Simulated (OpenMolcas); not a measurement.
## Ne IV: effect of the basis set

- Program: OpenMolcas
- Method: CASSCF
- Active space: 3 electrons in 3 orbitals (2p)
- State averaging: 2S+1 = 4 odd, 1 root; 2S+1 = 2 odd, 8 roots
- Spin-orbit coupling: RASSI with atomic mean-field integrals over the reference wave functions, term energies averaged over their components

A. ANO-R1 [3s2p1d], X2C, finite nucleus; cost about 2.1 core-seconds
B. ANO-RCC-VTZP [4s3p2d1f], DKH2, point nucleus; cost about 2.6 core-seconds
C. ANO-L-VTZP [4s3p2d1f], non-relativistic, point nucleus; cost about 1.6 core-seconds
D. ANO-R3 [4s4p2d1f], X2C, finite nucleus; cost of the order of 1.8 core-seconds
E. ANO-R2 [4s4p2d1f], X2C, finite nucleus; cost of the order of 5 core-seconds
F. ANO-RCC-VQZP [5s4p3d2f1g], DKH2, point nucleus; cost roughly 3 core-seconds

Energies in cm⁻¹ above 2s² 2p³ ⁴S°_3/2.

```tsv
Level	A	B	C	D	E	F
2s² 2p³ ⁴S°_3/2	0.0	0.0	0.0	0.0	0.0	0.0
2s² 2p³ ²D°_3/2	45288	44957	45419	45077	45077	45079
2s² 2p³ ²D°_5/2	45308	44976	45437	45096	45096	45098
2s² 2p³ ²P°_1/2	75237	74696	75426	74852	74852	74855
2s² 2p³ ²P°_3/2	75265	74721	75451	74877	74877	74881
```

Among A to F the level of the table that moves most is 2s² 2p³ ²P°_1/2, by 730 cm-1 (lowest in B, highest in C).

With the s shell closed, the reference lacks s² → p² mixing. The basis is small and was not contracted for so high a charge (holds for A). Levels of configurations outside the active space are missing.

° marks odd parity.
